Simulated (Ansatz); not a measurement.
The first iterations of a band of CH6FNOSSi (12 atoms, charge 0, multiplicity 1).

Computed with RKS PBE/cc-pVDZ (Ansatz 0.2.0).

```
movable images  : 9
climbing image  : yes
spring          : 5.0 eV/Å²
optimiser       : quadratic models (default)
start path      : IDPP
force threshold : 0.03 eV/Å
iteration limit : 6
end points      : relaxed
```

Image 0:

```xyz
12
Properties=species:S:1:pos:R:3
N -0.640 0.017 2.354
Si -0.570 -0.194 0.621
O 0.343 -1.559 0.175
S 0.523 1.426 -0.331
C 0.934 0.633 -1.941
F -0.172 0.530 -2.775
H -1.458 0.522 2.713
H 0.206 0.364 2.819
H -2.004 -0.307 0.173
H -0.112 -2.396 0.393
H 1.692 1.289 -2.418
H 1.334 -0.382 -1.749
```

Image 10:

```xyz
12
Properties=species:S:1:pos:R:3
N -0.575 0.377 2.298
Si -0.843 0.088 0.606
O -0.411 -1.477 0.096
S 0.420 1.505 -0.504
C 1.198 0.316 -1.654
F 0.251 -0.386 -2.432
H -1.248 -0.043 2.950
H 0.378 0.248 2.652
H -2.295 0.385 0.348
H -0.425 -1.539 -0.885
H 1.837 0.908 -2.339
H 1.791 -0.439 -1.103
```

| iteration | highest image above the first end (eV) | largest band force component (eV/Å) |
| --- | --- | --- |
| 1 | 0.101 | 0.453 |
| 2 | 0.053 | 0.189 |

Q: Does the band converge within its limit, and where does its top end?

A: It did not converge within its limit. It ended after 6 iterations with the highest image 0.028 eV above the first end. The band didn't meet its force threshold, so its energies are provisional: the largest band force was still 0.06 eV/Å, and over the last iterations the top stayed at 0.03 eV.

Run time: 50 s on 2 threads of AMD EPYC 9R45 96-Core Processor (Zen 5), on a shared host, peak memory 0.2 GiB.
